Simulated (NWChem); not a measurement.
System: CH₆F₂N₂Si; SMILES CN[Si](N)(F)F

NWChem input:

```
start job
memory heap 200 mb stack 900 mb global 1100 mb
geometry units angstroms noautoz
  C      0.013014    -2.398992    -0.118305
  N     -0.675117    -1.117340    -0.247961
  Si     0.002498     0.420288    -0.007975
  N     -1.239888     1.521128     0.372419
  F      1.163899     0.216773     1.090336
  F      0.777182     1.083622    -1.255076
  H      0.343804    -2.805023    -1.084746
  H      0.894855    -2.265101     0.513014
  H     -0.632557    -3.143594     0.364036
  H     -1.544181    -1.160600    -0.766048
  H     -1.871187     1.336871     1.140819
  H     -1.115652     2.512311     0.211441
end
basis spherical
  * library def2-tzvp
end
dft
  xc xctpssh
  iterations 150
  semidirect filesize 400000000
  mulliken
end
task dft energy
```

All runs use the structure optimised with B3LYP/6-31G* (spherical d).

Q: What results follow from this input? (TPSSh/def2-TZVP.) Quantities: energy (Ha); highest occupied level (eV); orbital gap (eV); dipole (D).

A: The energy (Ha) is -640.78 and the highest occupied level (eV) comes out as -6.54. The orbital gap (eV) is 7.00 and the dipole (D) is 2.53.
